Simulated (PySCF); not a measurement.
**Sr: excitation energy**

Sr [Kr] 5s2 (1S) → Sr [Kr] 5p2 (3P), as a difference of total energies. Calculation: PySCF 2.14, in def2-QZVPPD with the def2 core potential (28 electrons) (7s5p4d3f, 63 functions); a scalar-relativistic core potential. Correlated levels: valence and next inner shell: nothing frozen outside the core potential. The calculations carry no spin-orbit coupling.

```
                                method  excitation energy (cm⁻¹)
                                   UHF                     31287
    MP2 (valence and next inner shell)                     37905
SCS-MP2 (valence and next inner shell)                     38658
   CCSD (valence and next inner shell)                     36434
CCSD(T) (valence and next inner shell)                     36330
```

Errors of the correlated levels include the incompleteness of this basis.

The coupled-cluster amplitudes are large for the upper state (T1 above 0.03 or a double amplitude above 0.15), so a single reference is strained.

For comparison: 35530 cm⁻¹ (measured; NIST levels, between the centres of gravity of the two terms).
